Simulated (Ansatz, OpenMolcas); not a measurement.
**How basis sets differ on BCNF2 (SMILES N#CB(F)F)**

BCNF2 has 5 atoms, charge 0, and is taken as a singlet. SMILES: `N#CB(F)F`. The shape is that of a PBE0-D4/def2-TZVP optimisation.

Quantity: the HOMO–LUMO gap, in eV. The values are calculated.

| level | kind | program | value (eV) |
| --- | --- | --- | --- |
| HF/ANO-S-MB | Hartree–Fock | OpenMolcas | 16.02 |
| HF/STO-3G | Hartree–Fock | Ansatz | 17.56 |
| HF/3-21G | Hartree–Fock | OpenMolcas | 15.94 |
| HF/6-311+G** | Hartree–Fock | OpenMolcas | 15.16 |

The values span 15.16 to 17.56 eV. A Hartree–Fock LUMO above zero doesn't converge with the basis: it sinks as sets grow more diffuse. Orbital gaps aren't excitation energies.
